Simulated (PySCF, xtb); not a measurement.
HO2PSi: which of two structures lies lower

We compare a, `O=PO[SiH]`, a singlet, with b, a singlet given by its coordinates. Both are isolated molecules in the gas phase, relaxed with B3LYP/6-31G*; the shapes shown needn't be the lowest conformers.

a (Å):

```yaml
atoms:
  - { symbol: O, position_ang: [-1.1971, -0.7399, 0.9583] }
  - { symbol: O, position_ang: [0.8394, -0.9348, 2.4998] }
  - { symbol: P, position_ang: [0.1077, -0.1165, 1.2929] }
  - { symbol: Si, position_ang: [1.1802, -1.7667, 3.9273] }
  - { symbol: H, position_ang: [2.0753, -2.8277, 3.2668] }
```

b (Å):

```
atom    x (Å)    y (Å)   z (Å)
   O   0.8407  -1.6604  3.6415
   O   0.5241  -0.1597  1.8873
   P   1.3781  -0.2511  3.2026
  Si  -0.4645  -1.7484  2.2541
   H   0.4038  -2.6170  1.3555
```

Close contacts (Å): O1–P3 1.57, O1–Si4 1.91, O2–P3 1.57, O2–Si4 1.91, Si4–H5 1.52.

Problem. Estimate which is lower in electronic energy at CCSD(T)/def2-SVP + ΔMP2/def2-TZVPP, and by roughly how much.

Solution. The CCSD(T)/def2-SVP + ΔMP2/def2-TZVPP calculation puts structure b lower, by 0.354 eV.

Level by level:

| level | geometry | E(b) − E(a) (eV) | departure from the last row (eV) | job, with rough time for the two |
| --- | --- | --- | --- | --- |
| GFN2-xTB | GFN2-xTB | +0.163 | +0.517 | optimisation, 0.26 s |
| HF/STO-3G | GFN2-xTB | −1.446 | −1.092 | single point, 1.5 s |
| r2SCAN-D4/def2-SVP | GFN2-xTB | −0.514 | −0.160 | single point, 11 s |
| B3LYP/6-31G* | B3LYP/6-31G* | −0.367 | −0.013 | optimisation, 85 s |
| HF/def2-SVP | B3LYP/6-31G* | −0.039 | +0.315 | part of the CCSD(T) run |
| MP2/def2-SVP | B3LYP/6-31G* | −0.316 | +0.038 | part of the CCSD(T) run |
| CCSD(T)/def2-SVP | B3LYP/6-31G* | −0.290 | +0.064 | single point |
| CCSD(T)/def2-SVP + ΔMP2/def2-TZVPP | B3LYP/6-31G* | −0.354 |  | single point, 23 s |

GFN2-xTB puts the two in the other order. The largest departure from CCSD(T)/def2-SVP + ΔMP2/def2-TZVPP is that of HF/STO-3G, 1.092 eV. The last row adds to CCSD(T) the change of the MP2 difference between the two basis sets, here −0.064 eV.

With thermal terms from frequencies at re-optimised GFN2-xTB minima (ideal gas, soft modes damped towards free rotors, one conformer each, 298.15 K, 1 atm): on the last row, ΔE + ΔZPE = −0.333, ΔH = −0.354, ΔG = −0.286 eV.

The T1 diagnostic of structures a and b is large, so the coupled-cluster value is less sure. The correlated steps freeze 12 core orbitals. Run with PySCF 2.14.0, xtb 6.7.1 (Pople sets with spherical d functions); the last row on 2 threads of AMD EPYC 7R43 64-Core Processor (Zen 3) on a shared host.
